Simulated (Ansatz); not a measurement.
`C[CH2][In]([OH])[F]` + HCl → `C[CH2][In]([F])[Cl]` + H₂O at 400 K and 1 bar (ligand exchange at the In–O bond).

Gas-phase electronic energies from Ansatz, PBE0-D4/def2-TZVP geometries. CBS: MP2 limit from def2 TZ/QZ plus the TZ coupled-cluster correction, frozen cores. This one scheme is used for every species. def2 core potentials past Kr. For In outer-core shells are correlated without core-valence functions, which leaves a few kJ/mol of doubt a bond. One conformer a species, not always the lowest.

```json
{"species": "`C[CH2][In]([OH])[F]`", "CCSD(T)/CBS energy (Eh)": "-444.54921", "H − E (kJ/mol)": "245.7", "S (J/(mol·K))": "428.2"}
{"species": "HCl", "CCSD(T)/CBS energy (Eh)": "-460.38127", "H − E (kJ/mol)": "29.6", "S (J/(mol·K))": "195.4"}
{"species": "`C[CH2][In]([F])[Cl]`", "CCSD(T)/CBS energy (Eh)": "-828.58684", "H − E (kJ/mol)": "212.8", "S (J/(mol·K))": "430.8"}
{"species": "H₂O", "CCSD(T)/CBS energy (Eh)": "-76.37941", "H − E (kJ/mol)": "69.8", "S (J/(mol·K))": "198.6"}
```

H − E and S are ideal-gas, rigid-rotor, harmonic terms from PBE0-D4/def2-TZVP, for one conformer and one mirror image of each species. 1 Eh = 2625.50 kJ/mol, R = 8.31446 J/(mol·K).

Question: By hand: ΔE, ΔH, ΔS and ΔG.

Answer: ΔE = (-828.58684) + (-76.37941) − (-444.54921) − (-460.38127) = -0.03577 Eh = -93.9 kJ/mol. Δ(H − E) = 212.8 + 69.8 − 245.7 − 29.6 = 7.3, so ΔH = -86.6 kJ/mol. ΔS = 430.8 + 198.6 − 428.2 − 195.4 = 5.8 J/(mol·K). ΔG = -86.6 − 400 × (5.8)/1000 = -88.9 kJ/mol.

Question: By hand: the equilibrium constant, and the temperature at which ΔG would vanish if ΔH and ΔS stayed fixed.

Answer: log₁₀ K = −ΔG/(RT ln 10) = 11.6. ΔH and −TΔS have one sign here, so there is no such temperature. One of them is within its doubt of zero, so this could turn.

The number of gas molecules stays the same, so ΔS is small and ΔH decides. A doubt of 5 kJ/mol in ΔE shifts log₁₀ K by 0.7 here. Other conformers and mirror images would add mixing entropy, several J/(mol·K) or more a flexible species. Modes under 60 cm⁻¹, often nearly free rotors, make the harmonic entropy too high. These are equilibria of isolated gas molecules and say nothing of rates. Largest T1 diagnostic: 0.015 (customary marks: 0.02 for closed shells, 0.045 for open ones).
